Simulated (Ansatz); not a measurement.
`CCC(=N)[SiH3]` + H₂ → `N=C[SiH3]` + `CC` at 400 K and 1 bar (hydrogenolysis of a C–C bond).

Gas-phase electronic energies from Ansatz, PBE0-D4/def2-TZVP geometries. CBS: MP2 limit from def2 TZ/QZ plus the TZ coupled-cluster correction, frozen cores. This one scheme is used for every species. Each species was taken in one conformer, which may not be the lowest.

```tsv
species	CCSD(T)/CBS energy (Eh)	H − E (kJ/mol)	S (J/(mol·K))
`CCC(=N)[SiH3]`	-463.32794	330.0	389.1
H₂	-1.17544	38.0	139.0
`N=C[SiH3]`	-384.79808	168.5	311.1
`CC`	-79.71954	213.5	244.3
```

H − E and S are ideal-gas, rigid-rotor, harmonic terms from PBE0-D4/def2-TZVP, for one conformer and one mirror image of each species. The MP2-based limit puts H₂ 0.8 mEh under its directly extrapolated value; such offsets cancel only in part. 1 Eh = 2625.50 kJ/mol, R = 8.31446 J/(mol·K).

Q: By hand: ΔE, ΔH, ΔS and ΔG.

A: ΔE = (-384.79808) + (-79.71954) − (-463.32794) − (-1.17544) = -0.01424 Eh = -37.4 kJ/mol. Δ(H − E) = 168.5 + 213.5 − 330.0 − 38.0 = 14.0, so ΔH = -23.4 kJ/mol. ΔS = 311.1 + 244.3 − 389.1 − 139.0 = 27.3 J/(mol·K). ΔG = -23.4 − 400 × (27.3)/1000 = -34.3 kJ/mol.

Q: By hand: the equilibrium constant, and the temperature at which ΔG would vanish if ΔH and ΔS stayed fixed.

A: log₁₀ K = −ΔG/(RT ln 10) = 4.5. ΔH and −TΔS have one sign here, so there is no such temperature.

TΔS isn't small against ΔH here. A doubt of 5 kJ/mol in ΔE shifts log₁₀ K by 0.7 here. Other conformers and mirror images would add mixing entropy, several J/(mol·K) or more a flexible species. These are equilibria of isolated gas molecules and say nothing of rates. Largest T1 diagnostic: 0.012 (customary marks: 0.02 for closed shells, 0.045 for open ones).
